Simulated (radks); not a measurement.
The numbers below are computed, except where a source is named.
Q: Ionisation of the antimony ion Sb3+, [Kr] 4d10 5s2, to Sb4+, [Kr] 4d10 5s1, under several functionals. Dirac Kohn-Sham, spin-unpolarised, spherical densities, finite nucleus; a radial shooting solver on a logarithmic mesh with Libxc functionals. The NIST Atomic Spectra Database gives 43.80 eV (measured). Rank these functionals by the error of their Delta-SCF ionisation energy: BLYP; PBE; BP86; exchange-only LDA.

A: From best to worst: exchange-only LDA 43.430 eV (-0.374); PBE 44.290 eV (+0.486); BLYP 44.437 eV (+0.633); BP86 44.487 eV (+0.683). Spin polarisation and multiplet splitting are left out, so open shells lie too high by an amount that depends on their filling.

Beside tabulated values, note that spin-unpolarised runs miss the spin-polarisation part of the exchange energy of open shells.
